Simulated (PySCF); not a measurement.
**Which determinant of PbI⁺ lies lowest?**

Unrestricted PBE0; PySCF, scalar-relativistic core potentials, basis sets Pb def2-SVP with ECP60, I def2-SVP with ECP28. Outer shells of the fragments: Pb+ 5d10 6s2 6p1; I 4d10 5s2 5p5.

Followed along the bond (rough minima from three points):

| 2Ms+1 | unpaired | ⟨S²⟩ at the start | R at minimum (Å) | Te (eV) |
| --- | --- | --- | --- | --- |
| 1 | none | 0.00 | 2.70 | 0.00 |
| 3 | π ↑↑ | 2.00 | none in the scan | ≤ 2.41 |

Solutions found at the starting distance of 2.805 Å, counted from the lowest of them; the search is not exhaustive and high or unbound solutions are not listed, so other states can lie among these:

| 2Ms+1 | unpaired | term | E (eV) | ⟨S²⟩ | ⟨Lz²⟩ | μ (D) |
| --- | --- | --- | --- | --- | --- | --- |
| 1 | none | ¹Σ⁺ | 0.00 | 0.00 | 0.00 | -4.40 |
| 3 | π ↑↑ | mixed | 2.63 | 2.00 | 2.01 | 0.43 |
| 3 | π ↑↑ | mixed | 2.77 | 2.00 | 2.01 | 0.35 |
| 1 | π ↑↓ | mixed | 2.78 | 1.01 | 2.01 | 0.33 |
| 3 | σ ↑, π ↑ | ³Π | 3.16 | 2.01 | 1.00 | -1.38 |
| 1 | σ ↓, π ↑ | mixed | 3.30 | 1.01 | 1.00 | -1.36 |

A term symbol is given only where ⟨S²⟩ and ⟨Lz²⟩ are close to those of a pure state; real π, δ and φ orbitals otherwise mix terms. A positive dipole points towards I; it is taken about the centre of mass and depends on that origin.

Spin–orbit coupling is left out, which matters for elements this heavy, above all for dissociation energies. Counting both spins, an empty level lies below a filled one in some of these solutions, because spin and occupation are held.
